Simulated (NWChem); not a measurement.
Molecule: CuH2OBr; SMILES [OH2]->[Cu][Br]

```xyz
5

Cu    -0.0430    -0.6312     0.3893
Br     0.0263     1.2457    -0.7719
O     -0.0639    -2.2956     1.4203
H      0.3538    -2.1836     2.2975
H      0.4543    -2.9988     0.9804
```
Atoms are numbered in this order, from 1.

Level: PBE-D3(BJ)/def2-SVP (NWChem), optimised geometry, unscaled harmonic frequencies. This build's default masses of Se (78.918 u) and Br (79.917 u) are each other's, which moves their modes by up to 0.6 %.

```
frequency (cm⁻¹)  IR intensity (km/mol)
----------------  ---------------------
102                                 7.8
103                                 0.2
275                                 8.8
429                                25.8
434                               262.4
570                                 3.6
1562                               73.1
3654                               42.0
3740                              126.1
```

```json
{
 "zero_point_energy": "15.5 kcal/mol",
 "thermal correction to the enthalpy at 298.15 K (with zero-point energy)": "19.6 kcal/mol",
 "heat capacity Cv": "15.5 cal/(mol K)",
 "entropy at 298.15 K and 1 atm (symmetry number 1)": "75.4 cal/(mol K)",
 "dipole_moment": "8.01 D"
}
```

Rigid rotor and harmonic oscillator.
